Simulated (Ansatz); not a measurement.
Ideal-gas functions of ClFH₂HfOSe (`[OH][Hf]([F])([Cl])[SeH]`) at 500 K and 1 bar, from an Ansatz frequency run at PBE0-D4/def2-TZVP.

Molar mass 329.92 g/mol, point group C1 (symmetry number 1), electronic degeneracy 1, moments of inertia 272.407, 606.085, 691.293 u Å². Harmonic wavenumbers (cm⁻¹, unscaled): 76, 82, 105, 138, 153, 164, 221, 239, 292, 377, 446, 651, 731, 2428, 4006.

Use S(trans) = R[1.5 ln M + 2.5 ln T − 1.1517]; rotational temperatures θ = 24.2544 K / I; S(rot) = R[ln(√π/σ · √(T³/θAθBθC)) + 1.5]; for each mode x = 1.438777 ν̃/T, S = R[x/(eˣ − 1) − ln(1 − e⁻ˣ)] and H = RT x/(eˣ − 1); 1 cm⁻¹ = 0.0119627 kJ/mol; R = 8.31446 J/(mol·K).

Task: By hand: the entropy, in J/(mol·K).

Result: Translation 191.9. Rotation: θ = 0.089, 0.04, 0.0351 K, giving 132.1. Vibration, mode by mode: 20.97, 20.34, 18.30, 16.05, 15.20, 14.63, 12.22, 11.59, 10.00, 8.03, 6.79, 4.21, 3.51, 0.06, 0.00, in all 161.9. Electronic 0.0. Sum 485.9 J/(mol·K).

Task: By hand: H − E and G − E in kJ/mol, counted from the electronic energy.

Result: Zero-point energy ½ × 10109 × 0.0119627 = 60.5; thermal vibration 36.4; translation, rotation and pV give 4 RT = 16.6. H − E = 113.5 kJ/mol, and G − E = 113.5 − 500 × 485.9/1000 = -129.4 kJ/mol.

Vibration gives 33 % of the entropy, 75.7 J/(mol·K) of it from the modes under 150 cm⁻¹: soft modes count most, and the harmonic formula is weakest for them. The sum counts one conformer and one mirror image; others add a mixing term.
